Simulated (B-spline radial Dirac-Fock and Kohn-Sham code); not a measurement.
# Binding energies of Xe⁶⁺ in different valence configurations

These are calculated numbers from an atomic code on a B-spline grid; the model is multi-electron Dirac-Fock with separately optimised hole states, Breit and Lamb-shift corrections added in first order. The model has no electron correlation.

Reference: the tabulated ground configuration [Kr] 4d10 5s2, with 2s 5540.5 eV, 2p1/2 5189.2 eV, 2p3/2 4868.7 eV, 3p1/2 1086.0 eV, 3p3/2 1023.8 eV, 4p1/2 247.4 eV, Kα1 29777.6 eV, Kβ1 33622.6 eV.

Shifts from the reference in eV.

```
    configuration  average energy      2s   2p1/2   2p3/2   3p1/2   3p3/2  4p1/2    Kα1    Kβ1
 [Kr] 4d9 5s2 5p1          +65.85  +12.43  +12.39  +12.40  +11.74  +11.69  +8.16  -0.62  +0.10
[Kr] 4d10 5s1 5p1          +13.37   +1.03   +1.19   +1.19   +1.24   +1.25  +1.23  -0.14  -0.19
```
